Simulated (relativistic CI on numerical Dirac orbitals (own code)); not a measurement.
Calculated at this level of theory: Dirac-Coulomb-Breit CI, separate exchange-only KLI orbitals for each configuration, a model potential for QED, unscaled Slater integrals (own radial code, finite nucleus).

The strongest absorption lines from the ground level of an ion, among the configurations computed and to levels below about 2300 eV (vacuum wavelength in Å, gf): 7.9311 (0.069), 8.0767 (0.062), 11.212 (0.18), 11.756 (0.2), 59.375 (1), 123.85 (0.24).

**Question.** Which ion is it?
A. Ho38+
B. Bi54+
C. Re46+
D. Au50+

**Answer.** C. Re46+ has 29 electrons and the ground level 3d10 4s 2S_1/2; the strongest line goes to 3d10 4p 2P°_3/2. The pattern of lines fixes the number of electrons, and along that sequence the line energies rise steadily with the charge (about as its square where n changes within one kind of shell, about linearly where n is kept but much faster in heavy ions where fine structure, which grows about as Z⁴, sets the gap, and irregularly where shells cross), which fixes Z. Configurations outside the model, such as inner-shell arrays, can give stronger lines. At this charge energies of transitions that change n are usually good to better than 1 %, and those within a shell (Δn = 0) to a few per cent.

LS names give the leading component of a level, which can be under half, so a name can repeat, a term be missing and a line seem to break the LS rules.
